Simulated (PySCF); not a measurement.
Compound: C4H5F2N2Si (doublet state).
Numbering: `[H]/[N:9]=[C:8]/[C:5]([CH2:4][SiH2:3][C:2]#[N:1])([F:6])[F:7]` (hydrogens: H10, H11 on Si3; H12, H13 on C4; H14 on N9)

Geometry (GFN2-xTB, Å), atoms numbered from 1 in this order:
```xyz
14
C4H5F2N2Si angstrom
N      3.4435    1.5841   -0.3188
C      2.7672    0.6607   -0.2816
Si     1.6840   -0.8596   -0.1893
C      0.0273   -0.2778    0.5838
C     -0.9128    0.2355   -0.4925
F     -1.2601   -0.7932   -1.3379
F     -0.2525    1.1118   -1.3106
C     -2.0950    0.8896    0.1115
N     -3.0860    0.3355    0.5858
H      1.5024   -1.3860   -1.5363
H      2.3178   -1.7825    0.7547
H     -0.4800   -1.0972    1.0916
H      0.1861    0.5195    1.3102
H     -3.8424    0.8591    1.0072
```

The hyperfine couplings belong to this conformer and change with its torsions.

Method: UKS B3LYP, pcH-1 on C F H N Si, non-relativistic, mean-field spin-orbit, GIAO in PySCF 2.14.0. The structure is a single GFN2-xTB conformer in the gas phase; no vibrational or solvent corrections. A GFN2-xTB geometry isn't a minimum of the functional, and hyperfine couplings can be far from their values at a DFT geometry. No stability test was run, so a lower SCF solution isn't excluded.

Question: The isotropic 13C couplings are +240.3, +97.1, -1.3 MHz. Assign them to C4; C5; C8.

Answer: 
```tsv
site	a_iso (MHz)	ρ(0) (bohr⁻³)	position	distance from C8 (Å)	spin population	largest |T| (MHz)
C4	-1.3	-0.0011	2 bonds from C8	2.47	+0.01	2.6
C5	+97.1	+0.0864	1 bond from C8	1.48	+0.03	23.1
C8	+240.3	+0.2139	largest spin population	0.00	+0.69	111.4
```

ρ(0) is the spin density at the nucleus and T the dipolar tensor; a_iso includes a spin–orbit part; entries for several nuclei are means. The Mulliken spin populations are largest on C8 (+0.69) and N9 (+0.20).

Class means assume fast exchange of nuclei equivalent by connectivity; if that motion is slow, each nucleus keeps its own coupling. The 19F value of +46.7 MHz is a mean of couplings from 35.7 to 57.7 MHz in this one geometry, not an average over conformers.
